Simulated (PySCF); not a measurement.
**SmF: one state, many levels of theory**

State: octet, about 6.0 electrons in the 4f shell (Mulliken), real f orbitals that mix terms. Set-up: PySCF, spin-free X2C with a Gaussian nucleus, basis sets Sm x2c-SVPall, F x2c-SVPall. De refers to Sm (4f6 6s2) + F in their high-spin ground configurations, without counterpoise correction. The functionals are run spin-unrestricted. A positive dipole means Sm(−)F(+).

```
      Level  Re (Å)  ωe (cm⁻¹)  De (eV)  μ (D)  CPU s a point (SCF and correlation, without the integrals)
        UHF   2.114        505      n/a  -3.73                                                         2.2
    UHF-MP2   2.052        538      n/a    n/a                                                         4.2
UHF-SCS-MP2   2.069        530      n/a    n/a                                                         n/a
        PBE   2.053        526     6.27  -3.03                                                         8.1
     revPBE   2.065        515     6.07  -3.03                                                         5.2
     r²SCAN   2.054        531     6.35  -3.17                                                         6.4
       PBE0   2.057        530     5.87  -3.30                                                         7.7
  BHandHLYP   2.075        527     5.34  -3.69                                                         4.9
      ωB97X   2.070        525     5.54  -3.31                                                          12
```

Problem. What does the step from GGA to meta-GGA do here, going from PBE to r²SCAN?

Solution. r²SCAN less PBE: +0.1 pm in Re, +1.0 % in ωe, +0.08 eV in De. 

Problem. What does second-order correlation do here, going from UHF to UHF-MP2?

Solution. UHF-MP2 less UHF: -6.2 pm in Re, +6.5 % in ωe. Correlation nearly always deepens the well. The bond shortens, as in weak, metallic or heavy-atom bonds, where dispersion and the correlation of outer-core electrons pull the atoms together.

Correlated steps freeze 19 core orbitals. Spin–orbit coupling is left out, which matters for elements this heavy, above all for dissociation energies. With d or f electrons several states lie close, and the lowest PBE0 determinant need not be the measured ground state.

The whole job (state search and all levels along the bond) took about 15 min on 2 threads of Arm Neoverse V1 (shared host), peak memory 4.4 GiB.
